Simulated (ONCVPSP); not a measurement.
# Scattering properties, ONCV potential for gadolinium

| Quantity | Value |
| --- | --- |
| Element | Gd |
| Generator | ONCVPSP 4.0.1 |
| Type | optimised norm-conserving Vanderbilt (ONCV) |
| Functional | LDA (Perdew-Zunger) |
| Relativity | scalar-relativistic |
| Frozen core | [Kr] |
| Valence charge | 28 |
| Reference configuration | 4d10 4f7 5s2 5p6 5d1 6s1.5 (charge +0.5) |
| Partial waves | 5s+6s: rc 2.50 bohr, ncon 4, nbas 7, qcut 5.1 1/bohr, 2 projectors; 5p: rc 2.45 bohr, ncon 4, nbas 8, qcut 5 1/bohr, 3 projectors, debl 3.1 Ha; 4d+5d: rc 1.05 bohr, ncon 4, nbas 9, qcut 13 1/bohr, 2 projectors; 4f: rc 0.80 bohr, ncon 3, nbas 7, qcut 25.9 1/bohr, 1 projector |
| Local potential | polynomial inside 0.55 bohr (lpopt 5, dvloc0 6 Ha) |
| Core correction | none |

The phase is arctan(r·R′/R) of the radial function R(r), unwrapped; energies in Ha, scanned from -7 to 5 Ha. A pole is an energy at which the radial function vanishes at the test radius. The pseudo phase is shifted by a multiple of π to meet the all-electron one at the reference energy, and phase errors are pseudo minus all-electron; the curves can meet again beyond the range given. Levels narrower than the energy grid can be missing from the lists of poles. Where the grid stepped over a known ghost or core level, its pole and its step of π were put in at the level’s energy.

```csv
channel,radius (bohr),reference energy (Ha),"poles, all-electron","poles, pseudo",unbroken range about the reference energy with phases within 0.05 rad,phase error 1 Ha above the reference energy (rad)
s,2.55,-0.25,"-1.87, 2.04","-1.87, -0.28, 2.09",-0.3 to 3.8,+0.004
p,2.48,-1.12,"-0.90, 3.14","-0.90, 3.14",the whole range,-0.000
d,1.06,-0.20,-4.51,-4.51,the whole range,+0.000
f,0.81,-0.44,4.03,4.14,the whole range,+0.001
```

Note: ghosts flagged at negative energy: s at -879.2 eV, s at -7.5 eV, p at -304.8 eV; no localised positive-energy state flagged. A true bound ghost makes a file unfit for plane-wave use.

Phases in the p channel:

```
E (Ha)  all-electron  pseudo
 -6.96         1.443   1.443
 -6.64         1.439   1.439
 -6.32         1.435   1.435
 -6.00         1.430   1.430
 -5.68         1.425   1.425
 -5.36         1.419   1.419
 -5.04         1.413   1.413
 -4.72         1.405   1.405
 -4.40         1.397   1.397
 -4.08         1.387   1.387
 -3.76         1.375   1.375
 -3.44         1.360   1.360
 -3.12         1.342   1.342
 -2.80         1.318   1.318
 -2.48         1.283   1.283
 -2.16         1.228   1.228
 -1.84         1.117   1.117
 -1.52         0.725   0.725
 -1.20        -1.092  -1.092
 -0.88        -1.585  -1.585
 -0.56        -1.742  -1.742
 -0.24        -1.869  -1.869
  0.08        -2.047  -2.047
  0.40        -2.425  -2.426
  0.72        -3.322  -3.323
  1.04        -4.071  -4.072
  1.36        -4.360  -4.360
  1.68        -4.494  -4.494
  2.00        -4.572  -4.572
  2.32        -4.624  -4.624
  2.64        -4.663  -4.663
  2.96        -4.696  -4.696
  3.28        -4.725  -4.725
  3.60        -4.754  -4.754
  3.92        -4.784  -4.784
  4.24        -4.820  -4.820
  4.56        -4.867  -4.867
  4.88        -4.940  -4.940
```
